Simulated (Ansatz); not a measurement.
The cluster Sn4Cl4. Charge 0, multiplicity 1. Geometry PBE0-D4/def2-SVP; atoms count from 1.

```tsv
atom	x (Å)	y (Å)	z (Å)
Sn1	-1.3992	1.1440	1.1121
Sn2	-0.2845	-1.1978	-0.6027
Sn3	1.2460	0.0885	2.1901
Sn4	0.1131	2.1334	-1.3389
Cl5	-2.7426	-0.9560	0.3269
Cl6	2.2590	0.8218	-0.2489
Cl7	-0.3359	0.3179	-3.0229
Cl8	1.1440	-2.3519	1.5841
```

In the def2 sets Sn takes a core potential; there is no spin–orbit coupling. Another isomer (singlet) lies 0.31 eV lower at PBE0-D4/def2-TZVP; other spin states weren't run for this one.

(1) Estimate the Mulliken populations from the PBE0/def2-TZVP orbitals of Ansatz.

(2) And the Mayer bond orders between heavy atoms (over 0.3)?

## Answers

(1) 
```csv
atom,charge (e)
Sn1,0.04
Sn2,0.48
Sn3,0.43
Sn4,0.43
Cl5,-0.32
Cl6,-0.35
Cl7,-0.35
Cl8,-0.35
```
Mulliken values depend strongly on the basis.

(2) Sn1–Sn2 0.54 (3.11 Å); Sn1–Sn3 0.73 (3.05 Å); Sn1–Sn4 0.73 (3.05 Å); Sn1–Cl5 0.54 (2.61 Å); Sn2–Cl5 0.54 (2.64 Å); Sn2–Cl7 0.33 (2.86 Å); Sn2–Cl8 0.33 (2.86 Å); Sn3–Cl6 0.47 (2.74 Å); Sn3–Cl8 0.70 (2.52 Å); Sn4–Cl6 0.47 (2.74 Å); Sn4–Cl7 0.70 (2.52 Å).
